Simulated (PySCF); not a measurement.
## Bond length, frequency and bond energy of SnSe by level of theory

State: ¹Σ⁺ (singlet), closed shell. Set-up: Sn def2-TZVPP with ECP28, Se def2-TZVPP; scalar-relativistic core potentials (PySCF 2.14). De refers to Sn + Se in their high-spin ground configurations, without counterpoise correction. A positive dipole means Sn(−)Se(+).

```csv
Level,Re (Å),ωe (cm⁻¹),De (eV),μ (D),"CPU s a point (SCF and correlation, without the integrals)"
RHF,2.310,362,2.34,-3.79,0.85
RHF-MP2,2.322,340,4.69,n/a,1.5
RHF-SCS-MP2,2.327,339,4.52,n/a,n/a
RHF-CCSD,2.320,346,4.20,n/a,n/a
RHF-CCSD(T),2.337,330,4.52,n/a,49
PBE,2.356,318,4.93,-2.91,3.3
PBEsol,2.338,326,5.24,-2.81,1.6
r²SCAN,2.332,333,4.75,-2.97,3.3
TPSSh,2.335,331,4.71,-3.04,4.3
PBE0,2.325,339,4.60,-3.13,5.4
B97-3,2.339,334,4.63,-3.34,2.5
MN15,2.314,344,4.46,-3.17,4.2
ωB97M-V,2.306,355,4.44,-3.25,10
```

The bond length runs from 2.306 Å (ωB97M-V) to 2.356 Å (PBE). De spans 2.34 eV (RHF, mean field) to 5.24 eV (PBEsol, GGA). Correlation at CCSD(T) changes the Hartree–Fock bond energy by +2.18 eV; the triples alone change it by +0.32 eV.

Correlated steps freeze 13 core orbitals. Spin–orbit coupling is left out, which matters for elements this heavy, above all for dissociation energies. Where the molecule has an RHF reference, its open-shell atoms are computed with UHF.

The whole job (state search and all levels along the bond) took about 8.6 min on 2 threads of Arm Neoverse V1 (shared host), peak memory 3 GiB.
